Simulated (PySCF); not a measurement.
# Ce³⁺: ionisation energy

Ce³⁺ [Xe] 4f1 [4f5/2^1, M_J = 5/2] → Ce⁴⁺ [Xe], as a difference of total energies. All numbers are calculated (PySCF 2.14, the two-component X2C-1e Hamiltonian, in x2c-TZVPPall-2c (11s11p10d4f2g, 140 functions)). Correlated levels: [Ar] 3d10 frozen; the 18 highest virtual spinors dropped. "Screened" scales the spin-orbit matrix elements by Boettger's factors to mimic the two-electron term; Breit and QED terms are absent.

**Question.** Order these methods by the ionisation energy they give, lowest first.
A. GHF (spin-free)
B. GMP2 (spin-free)
C. GHF (screened spin-orbit)
D. GMP2 (screened spin-orbit)

**Answer.** A (35.073 eV), C (35.180 eV), B (35.808 eV), D (35.926 eV).

The spin-free rows lack the spin-orbit shift.

For comparison: 36.906 ± 0.009 eV (semi-empirical (NIST evaluation); NIST Atomic Spectra Database, ionization energies).
